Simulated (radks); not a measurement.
Q: Species: a nucleus of charge 49.3 with 47 electrons. Configuration: [Kr] 4d10 5s1. Calculated with a radial shooting solver on a logarithmic mesh with Libxc functionals: Dirac Kohn-Sham, PBE, spin-unpolarised, spherical densities, point nucleus. Some entries of the table are withheld. Estimate them.

| orbital | occ. | eigenvalue (hartree) | <1/r> (bohr^-1) |
|---|---|---|---|
| 1s1/2 | 2 | (1) | (2) |
| 2s1/2 | 2 | -155.8033 | (3) |
| 2p1/2 | 2 | -145.4163 | 12.07 |
| 2p3/2 | 4 | -137.4539 | 11.27 |
| 3s1/2 | 2 | (4) | 4.265 |
| 3p1/2 | 2 | -26.15368 | (5) |
| 3p3/2 | 4 | -24.71067 | (6) |
| 3d3/2 | 4 | -17.28750 | 3.819 |
| 3d5/2 | 6 | -16.99120 | 3.768 |
| 4s1/2 | 2 | -5.33126 | 1.661 |
| 4p1/2 | 2 | -3.95277 | (7) |
| 4p3/2 | 4 | -3.69864 | (8) |
| 4d3/2 | 4 | -1.55763 | 1.183 |
| 4d5/2 | 6 | -1.52354 | 1.166 |
| 5s1/2 | 1 | -0.99905 | 0.5685 |

A: 
(1) 1s1/2 eigenvalue (hartree): -1033.851
(2) 1s1/2 <1/r> (bohr^-1): 52.23
(3) 2s1/2 <1/r> (bohr^-1): 12.09
(4) 3s1/2 eigenvalue (hartree): -30.35296
(5) 3p1/2 <1/r> (bohr^-1): 4.172
(6) 3p3/2 <1/r> (bohr^-1): 3.975
(7) 4p1/2 <1/r> (bohr^-1): 1.543
(8) 4p3/2 <1/r> (bohr^-1): 1.480
